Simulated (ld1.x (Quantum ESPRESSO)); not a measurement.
# How hard is this Si TM potential?

```
Element                 : silicon
Generator               : ld1.x (Quantum ESPRESSO) 7.5
Type                    : norm-conserving Troullier–Martins (Kleinman–Bylander form)
Functional              : LDA (PZ)
Relativity              : scalar-relativistic
Frozen core             : [Ne]
Valence charge          : 4
Reference configuration : 3s2 3p2
Partial waves           : 3s (bound): rc 1.30 bohr; 3p (bound): rc 2.15 bohr
Local potential         : all-electron potential smoothed inside 1.55 bohr (lloc = -2)
Core correction         : Bessel-smoothed model core inside 0.72 bohr
```

The pseudo-atom Hamiltonian at the reference potential is diagonalised in spherical Bessel functions j_l(qr) that vanish at 20 bohr, with q² up to the cutoff. All-electron valence levels (Ry): 3s -0.8000, 3p -0.3064.

How do the lowest levels (Ry) of each channel move with the cutoff, and are there ghosts?

| cutoff (Ry) | s #1 | s #2 | p #1 | d #1 | f #1 | Σ f·Δε (mRy) |
| --- | --- | --- | --- | --- | --- | --- |
| 8 | -0.7464 | -0.0223 | -0.3057 | 0.0569 | 0.1106 | 108.4 |
| 12 | -0.7612 | -0.0234 | -0.3059 | 0.0568 | 0.1106 | 78.5 |
| 18 | -0.7630 | -0.0236 | -0.3063 | 0.0568 | 0.1106 | 74.2 |
| 21 | -0.7666 | -0.0239 | -0.3064 | 0.0568 | 0.1106 | 66.9 |
| 30 | -0.7826 | -0.0254 | -0.3064 | 0.0568 | 0.1106 | 34.8 |
| 40 | -0.7958 | -0.0266 | -0.3064 | 0.0568 | 0.1106 | 8.4 |
| 50 | -0.7975 | -0.0268 | -0.3064 | 0.0568 | 0.1106 | 4.9 |
| 60 | -0.7977 | -0.0268 | -0.3064 | 0.0568 | 0.1106 | 4.6 |
| 70 | -0.7984 | -0.0269 | -0.3064 | 0.0568 | 0.1106 | 3.1 |
| 90 | -0.7996 | -0.0270 | -0.3064 | 0.0568 | 0.1106 | 0.8 |
| 110 | -0.7997 | -0.0270 | -0.3064 | 0.0568 | 0.1106 | 0.6 |
| 400 | -0.8000 | -0.0270 | -0.3064 | 0.0568 | 0.1106 | 0.0 |

Result: no extra level below or beside the all-electron valence levels (s, p, d, f tested); 10 mRy is reached at 40 Ry and 1 mRy at 90 Ry.
